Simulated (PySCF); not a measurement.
MgO, singlet, at a GFN2-xTB geometry (such geometries of metal compounds can be far from the true shape); HF/6-31G run with PySCF.

PySCF was given this input:
```python
from pyscf import gto, scf

mol = gto.M(
    atom='''
Mg   -0.00000000   -0.00000000   -0.65696814
O     0.00000000    0.00000000    0.98545221
''',
    basis='6-31g',
    verbose=5,
)

mf = scf.RHF(mol)
mf.kernel()
mf.analyze()
```

What the program printed (banner, timings and long lists left out):

```
PySCF version 2.14.0

[INPUT] verbose = 5
[INPUT] max_memory = 4000
[INPUT] num. atoms = 2
[INPUT] num. electrons = 20
[INPUT] charge = 0
[INPUT] spin (= nelec alpha-beta = 2S) = 0
[INPUT] symmetry False subgroup None
[INPUT] Mole.unit = angstrom
[INPUT] Symbol           X                Y                Z      unit          X                Y                Z       unit  Magmom
[...]
[INPUT] ---------------- BASIS SET ----------------
[INPUT] l, kappa, [nprim/nctr], expnt,             c_1 c_2 ...
[INPUT] O
[...]
                                825.23495         0.0139501
                                188.04696         0.0684451
                                52.9645           0.2327143
                                16.89757          0.470193
                                5.7996353         0.3585209
[...]
                                3.5999336         -0.1480263
                                1.0137618         1.130767
[...]
                                3.5999336         0.3397528
                                1.0137618         0.7271586
[...]
[INPUT] Mg
[...]
                                1759.93           0.015114
                                400.846           0.073911
                                112.807           0.249191
                                35.9997           0.487928
                                12.1828           0.319662
[...]
                                45.2119           -0.041008
                                14.3563           -0.1126
                                5.13886           0.148633
                                1.90652           0.616497
                                0.705887          0.364829
[...]
                                0.269035          -0.107985
                                0.117379          1.17584
[...]
                                45.2119           0.034989
                                14.3563           0.140725
                                5.13886           0.333642
                                1.90652           0.44494
                                0.705887          0.269254
[...]
                                0.269035          0.19227
                                0.117379          0.846181
[...]
nuclear repulsion = 30.9305789156351
number of shells = 12
number of NR pGTOs = 68
number of NR cGTOs = 22
basis = 6-31g
ecp = {}

******** <class 'pyscf.scf.hf.RHF'> ********
method = RHF
initial guess = minao
damping factor = 0
level_shift factor = 0
DIIS = <class 'pyscf.scf.diis.CDIIS'>
diis_start_cycle = 1
diis_space = 8
diis_damp = 0
SCF conv_tol = 1e-09
SCF conv_tol_grad = None
SCF max_cycles = 50
direct_scf = True
direct_scf_tol = 1e-13
Set gradient conv threshold to 3.16228e-05
Initial guess from minao.
E1 = -443.9140803926025  E2 = 138.7542854486772  Ecoul = 162.63547638395144  Exc = -23.881190935274248
init E= -274.22921602829
cond(S) = 49.285023716701495
[...]
  mo_energy =
[-48.99904785 -20.79280898  -3.7623584   -2.28698573  -2.26632633
  -2.26632633  -1.40076353  -0.50213948  -0.47054728  -0.47054728
  -0.16501591   0.06284739   0.06284739   0.09151115   0.21521537
   0.29643973   0.29643973   0.3806338    1.10223819   1.10223819
   1.18995504   1.52914326]
E1 = -449.42447679088014  E2 = 144.44041213195118  Ecoul = 169.33513359001645  Exc = -24.894721458065277
cycle= 1 E= -274.053485743294  delta_E= 0.176  |g|= 0.931  |ddm|=  1.5
[...]
  mo_energy =
[-4.91053219e+01 -1.95937043e+01 -3.84533544e+00 -2.36436942e+00
 -2.36436942e+00 -2.35735139e+00 -7.16920113e-01 -1.38871803e-01
 -5.77244502e-02 -5.77244502e-02  1.43391170e-02  1.02606672e-01
  1.02606672e-01  1.37710194e-01  2.02413844e-01  2.80473332e-01
  2.80473332e-01  4.66825206e-01  1.68374813e+00  1.68374813e+00
  1.81160445e+00  2.03191939e+00]
E1 = -433.0307414750398  E2 = 129.57903164162204  Ecoul = 152.51729711984706  Exc = -22.93826547822502
cycle= 2 E= -272.521130917783  delta_E= 1.53  |g|= 2.46  |ddm|= 2.16
[...]
  mo_energy =
[-49.08593239 -20.36282001  -3.83598543  -2.35712657  -2.35348105
  -2.35348105  -1.09114652  -0.33457197  -0.33457197  -0.30556303
  -0.07301506   0.0555752    0.0555752    0.12770389   0.18664296
   0.26896604   0.26896604   0.39775821   1.33067096   1.33067096
   1.44248978   1.72244339]
E1 = -446.1962488187595  E2 = 140.9788867037888  Ecoul = 165.3346952355758  Exc = -24.355808531787005
cycle= 3 E= -274.286783199336  delta_E= -1.77  |g|= 0.0918  |ddm|= 1.74
[...]
  mo_energy =
[-49.05103793 -20.42121802  -3.80969404  -2.32903149  -2.32635849
  -2.32635849  -1.07088712  -0.32576136  -0.32576136  -0.316143
  -0.05239488   0.06830847   0.06830847   0.13606686   0.18827448
   0.27692726   0.27692726   0.41515626   1.36103994   1.36103994
   1.47559555   1.75041103]
E1 = -445.6973629876836  E2 = 140.47498067818327  Ecoul = 164.74378204899548  Exc = -24.268801370812213
cycle= 4 E= -274.291803393865  delta_E= -0.00502  |g|= 0.0405  |ddm|= 0.187
[...]
  mo_energy =
[-4.90388333e+01 -2.04294082e+01 -3.79763452e+00 -2.31688551e+00
 -2.31374415e+00 -2.31374415e+00 -1.08179407e+00 -3.37459917e-01
 -3.37459917e-01 -3.19981116e-01 -4.46217687e-02  7.08048435e-02
  7.08048435e-02  1.36591096e-01  1.92056953e-01  2.81223233e-01
  2.81223233e-01  4.18446803e-01  1.35056032e+00  1.35056032e+00
  1.46333324e+00  1.74462920e+00]
E1 = -445.73255797047466  E2 = 140.50950811351618  Ecoul = 164.781452677369  Exc = -24.271944563852827
cycle= 5 E= -274.292470941323  delta_E= -0.000668  |g|= 0.0252  |ddm|= 0.0584
[...]
  mo_energy =
[-4.90371669e+01 -2.04384141e+01 -3.79582970e+00 -2.31508135e+00
 -2.31169463e+00 -2.31169463e+00 -1.08794258e+00 -3.44817644e-01
 -3.44817644e-01 -3.19067122e-01 -4.29482815e-02  7.04910684e-02
  7.04910684e-02  1.36423749e-01  1.92969358e-01  2.81908129e-01
  2.81908129e-01  4.18722916e-01  1.34459916e+00  1.34459916e+00
  1.45841150e+00  1.74034452e+00]
E1 = -445.77332921869845  E2 = 140.54982511455847  Ecoul = 164.82844766723605  Exc = -24.278622552677575
[...]
converged SCF energy = -274.293415602055
Total Energy =                        -274.293415602054893
[...]
1 O 3s          -0.00007  -0.00133  -0.00056  -0.00211  -0.00000
1 O 2px          0.00000   0.00000  -0.00000  -0.00000   0.00214
1 O 2py         -0.00000  -0.00000   0.00000  -0.00000  -0.00007
1 O 2pz          0.00010  -0.00059  -0.00262  -0.01668  -0.00000
1 O 3px          0.00000   0.00000   0.00000   0.00000  -0.00132
1 O 3py          0.00000   0.00000   0.00000   0.00000   0.00004
1 O 3pz          0.00026   0.00084   0.00075   0.00268   0.00000
               #6        #7        #8        #9        #10
0 Mg 1s          0.00000  -0.00001  -0.00000  -0.00000  -0.00030
0 Mg 2s          0.00000  -0.00417   0.00000   0.00000   0.00220
0 Mg 3s         -0.00000   0.22510  -0.00000  -0.00000  -0.53263
0 Mg 4s          0.00000  -0.00887   0.00000   0.00000   0.08534
0 Mg 2px         0.03335  -0.00000  -0.00191  -0.00098  -0.00000
0 Mg 2py         0.99944   0.00000   0.00098  -0.00191   0.00000
0 Mg 2pz         0.00000  -0.02485   0.00000   0.00000   0.00826
0 Mg 3px         0.00002  -0.00000   0.17659   0.09024  -0.00000
0 Mg 3py         0.00069   0.00000  -0.09024   0.17659  -0.00000
0 Mg 3pz         0.00000   0.01566   0.00000   0.00000   0.08714
0 Mg 4px        -0.00004  -0.00000  -0.02251  -0.01150  -0.00000
0 Mg 4py        -0.00121  -0.00000   0.01150  -0.02251  -0.00000
0 Mg 4pz         0.00000  -0.00134   0.00000   0.00000   0.06447
1 O 1s          -0.00000  -0.00033   0.00000   0.00000   0.00052
1 O 2s           0.00000   0.96859   0.00000   0.00000   0.20196
1 O 3s          -0.00000   0.03070   0.00000   0.00000   0.04690
1 O 2px          0.00007  -0.00000   0.86952   0.44431  -0.00000
1 O 2py          0.00214  -0.00000  -0.44431   0.86952  -0.00000
1 O 2pz         -0.00000  -0.09495   0.00000   0.00000   0.80713
1 O 3px         -0.00004  -0.00000   0.07209   0.03684  -0.00000
1 O 3py         -0.00132  -0.00000  -0.03684   0.07209  -0.00000
1 O 3pz         -0.00000  -0.01580   0.00000   0.00000   0.05257
               #11       #12       #13       #14       #15
0 Mg 1s          0.00014   0.00000  -0.00000   0.00019  -0.00006
0 Mg 2s          0.00093  -0.00000  -0.00000   0.00024   0.00123
0 Mg 3s          0.69636   0.00000   0.00000   0.35778   0.00404
0 Mg 4s          0.21838   0.00000  -0.00000  -0.05971   0.87024
0 Mg 2px         0.00000   0.00026  -0.00016   0.00000  -0.00000
0 Mg 2py         0.00000   0.00016   0.00026  -0.00000  -0.00000
0 Mg 2pz         0.00991  -0.00000  -0.00000   0.00457  -0.00476
0 Mg 3px        -0.00000   0.76807  -0.46656   0.00000  -0.00000
0 Mg 3py        -0.00000   0.46656   0.76807  -0.00000   0.00000
0 Mg 3pz        -0.40827   0.00000   0.00000   0.64587   0.38461
0 Mg 4px        -0.00000   0.34064  -0.20692   0.00000   0.00000
0 Mg 4py         0.00000   0.20692   0.34064   0.00000  -0.00000
0 Mg 4pz        -0.07090   0.00000   0.00000   0.65067  -0.28538
1 O 1s           0.00012  -0.00000   0.00000  -0.00040  -0.00028
1 O 2s          -0.09753   0.00000  -0.00000  -0.08098  -0.01105
1 O 3s          -0.11824  -0.00000   0.00000   0.04815   0.03238
1 O 2px         -0.00000  -0.15068   0.09153  -0.00000   0.00000
1 O 2py         -0.00000  -0.09153  -0.15068   0.00000  -0.00000
1 O 2pz          0.51032   0.00000   0.00000   0.13728  -0.10838
1 O 3px         -0.00000   0.04234  -0.02572   0.00000   0.00000
1 O 3py         -0.00000   0.02572   0.04234  -0.00000   0.00000
1 O 3pz          0.10802   0.00000   0.00000   0.01307   0.01885
               #16       #17       #18       #19       #20
0 Mg 1s          0.00000  -0.00000   0.00008  -0.00000   0.00000
0 Mg 2s          0.00000  -0.00000   0.00131  -0.00000  -0.00000
0 Mg 3s          0.00000  -0.00000   0.21234   0.00000   0.00000
0 Mg 4s         -0.00000   0.00000  -0.42391  -0.00000  -0.00000
0 Mg 2px        -0.00023  -0.00110   0.00000   0.00131   0.00076
0 Mg 2py        -0.00110   0.00023   0.00000  -0.00076   0.00131
0 Mg 2pz         0.00000  -0.00000   0.00474   0.00000   0.00000
0 Mg 3px         0.07770   0.37688   0.00000  -0.06114  -0.03527
0 Mg 3py         0.37688  -0.07770  -0.00000   0.03527  -0.06114
0 Mg 3pz         0.00000  -0.00000   0.49546   0.00000  -0.00000
0 Mg 4px        -0.18512  -0.89789  -0.00000   0.00466   0.00269
0 Mg 4py        -0.89789   0.18512   0.00000  -0.00269   0.00466
0 Mg 4pz         0.00000  -0.00000  -0.69620   0.00000  -0.00000
1 O 1s           0.00000   0.00000  -0.00013   0.00000  -0.00000
1 O 2s          -0.00000   0.00000  -0.04419  -0.00000   0.00000
1 O 3s           0.00000  -0.00000   0.02790   0.00000   0.00000
1 O 2px         -0.02099  -0.10183  -0.00000  -0.05893  -0.03400
1 O 2py         -0.10183   0.02099  -0.00000   0.03400  -0.05893
1 O 2pz          0.00000  -0.00000   0.19965   0.00000  -0.00000
1 O 3px          0.00508   0.02462  -0.00000   0.86201   0.49729
1 O 3py          0.02462  -0.00508  -0.00000  -0.49729   0.86201
1 O 3pz          0.00000  -0.00000  -0.04919  -0.00000   0.00000
               #21       #22
0 Mg 1s         -0.00019   0.00020
0 Mg 2s         -0.00066   0.00105
0 Mg 3s         -0.00010   0.08726
0 Mg 4s         -0.05454   0.03709
0 Mg 2px        -0.00000  -0.00000
0 Mg 2py        -0.00000   0.00000
0 Mg 2pz        -0.00235   0.00508
0 Mg 3px         0.00000   0.00000
0 Mg 3py         0.00000  -0.00000
0 Mg 3pz        -0.00511  -0.12205
0 Mg 4px        -0.00000   0.00000
0 Mg 4py         0.00000   0.00000
0 Mg 4pz        -0.03609   0.00223
1 O 1s          -0.00019   0.00163
1 O 2s          -0.00716  -0.04752
1 O 3s           0.44332   0.88441
1 O 2px          0.00000  -0.00000
1 O 2py          0.00000  -0.00000
1 O 2pz         -0.07283   0.05538
1 O 3px         -0.00000  -0.00000
1 O 3py         -0.00000   0.00000
1 O 3pz          0.89095  -0.43424
 ** Mulliken pop on meta-lowdin orthogonal AOs  **
 ** Mulliken pop  **
[...]
 ** Mulliken atomic charges  **
charge of    0Mg =      1.13308
charge of    1O =     -1.13308
Dipole moment(X, Y, Z, Debye): -0.00000, -0.00000, -7.84194
```
